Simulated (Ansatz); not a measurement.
Reaction (SMILES): [O]=[Y][F] → [O]=[Y] + F atom (the F-Y bond at the site shown breaks; other sites are not compared here)
Geometries: B3LYP-D3(BJ)/def2-TZVP minima from Ansatz (a quantum-chemistry and plane-wave program). Frequencies are from Ansatz. [O]=[Y]: The spin state was set by rule; other spins were not relaxed.

Quantity: bond dissociation energy (0 K, with B3LYP-D3(BJ) harmonic zero-point energies), in eV. Correlated levels leave the core frozen unless marked. Open shells are spin-unrestricted. Spin-orbit coupling is left out. The frozen core is the preceding noble-gas configuration, with the filled d and f shells of earlier blocks. Past Kr the def2 sets carry scalar-relativistic core potentials. STO-3G rows are all-electron and non-relativistic. Basis-set limits of correlation are two-point, X^-3; Hartree-Fock from the larger set. The bracket is a focal-point correction in the basis named.

```json
[
 {"level": "HF/def2-SVP", "program": "Ansatz", "bond dissociation energy (eV)": "4.18"},
 {"level": "HF/def2-QZVPP", "program": "Ansatz", "bond dissociation energy (eV)": "4.07"},
 {"level": "PBE0-D4/def2-TZVPD", "program": "Ansatz + dftd4", "bond dissociation energy (eV)": "5.73"},
 {"level": "PBE0/def2-TZVP", "program": "Ansatz", "bond dissociation energy (eV)": "5.71"},
 {"level": "BHLYP/def2-TZVPD", "program": "Ansatz", "bond dissociation energy (eV)": "5.43"},
 {"level": "LC-wPBE-D3(BJ)/def2-TZVPD", "program": "Ansatz + dftd3", "bond dissociation energy (eV)": "6.07"},
 {"level": "wB97M-V/def2-TZVPD", "program": "Ansatz", "bond dissociation energy (eV)": "5.95"},
 {"level": "MP2/STO-3G", "program": "Ansatz", "bond dissociation energy (eV)": "5.35"},
 {"level": "MP2/def2-SVPD", "program": "Ansatz", "bond dissociation energy (eV)": "6.15"},
 {"level": "MP2/def2-TZVPPD", "program": "Ansatz", "bond dissociation energy (eV)": "6.15"},
 {"level": "MP2/CBS(def2-TZVPPD,def2-QZVPPD)", "program": "Ansatz", "bond dissociation energy (eV)": "6.35"},
 {"level": "SCS-MP2/STO-3G", "program": "Ansatz", "bond dissociation energy (eV)": "5.36"},
 {"level": "CCSD/def2-SVPD", "program": "Ansatz", "bond dissociation energy (eV)": "5.77"},
 {"level": "RI-MP2/CBS(def2-TZVPP,def2-QZVPP)+[CCSD(T)-MP2]/def2-TZVPP", "program": "Ansatz", "bond dissociation energy (eV)": "6.00"},
 {"level": "CCSD(T)/CBS(def2-TZVPPD,def2-QZVPPD)", "program": "Ansatz", "bond dissociation energy (eV)": "6.00"}
]
```
